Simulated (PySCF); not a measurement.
Compound: ClGe2H7Si.
Numbering: `[SiH3:1][Ge@H:2]([Cl:3])[GeH3:4]` (hydrogens: H5, H6, H7 on Si1; H8 on Ge2; H9, H10, H11 on Ge4)

Computed, not measured: PySCF 2.14.0, PBE0-D3(BJ)/def2-SVP geometry optimisation, gas phase.

(1) List the bond lengths and angles at this level.

Answers

(1) 
| bond | length (bohr) |
| --- | --- |
| Si1–Ge2 | 4.502 |
| Ge2–Cl3 | 4.137 |
| Ge2–Ge4 | 4.578 |
| Si1–H5, Si1–H6, Si1–H7 | 2.822 |
| Ge2–H8 | 2.914 |
| Ge4–H9, Ge4–H10, Ge4–H11 | 2.907 |

Bonds in one row agree within 0.02 bohr and their mean is given. A selection of angles:
| angle | degrees |
| --- | --- |
| Ge2–Si1–H5 | 110.1 |
| Ge2–Si1–H7 | 107.9 |
| H5–Si1–H6 | 109.8 |
| Si1–Ge2–Cl3 | 104.2 |
| Si1–Ge2–Ge4 | 115.1 |
| Si1–Ge2–H8 | 113.1 |
| Cl3–Ge2–Ge4 | 105.2 |
| Cl3–Ge2–H8 | 105.7 |
| Ge4–Ge2–H8 | 112.4 |
| Ge2–Ge4–H9 | 110.0 |
| H9–Ge4–H10 | 109.2 |

Ge2 (germanium bonded to Cl, Ge, Si and H) is distorted tetrahedral (angles from 104.2° to 115.1°). Ge4 (germanium bonded to Ge and 3 H) is tetrahedral (angles from 108.5° to 110.0°). Si1 (SiH3 silicon) is tetrahedral (angles from 107.9° to 110.1°).

Point group: C1 (no symmetry element, even within 0.4 Å). Not checked by PBE0-D3(BJ)/def2-SVP frequencies.

Time: 68 s; peak memory 0.68 GiB. Hardware: one thread, Arm Neoverse V2 (aarch64), no GPU, shared host. These figures are those of the optimisation.
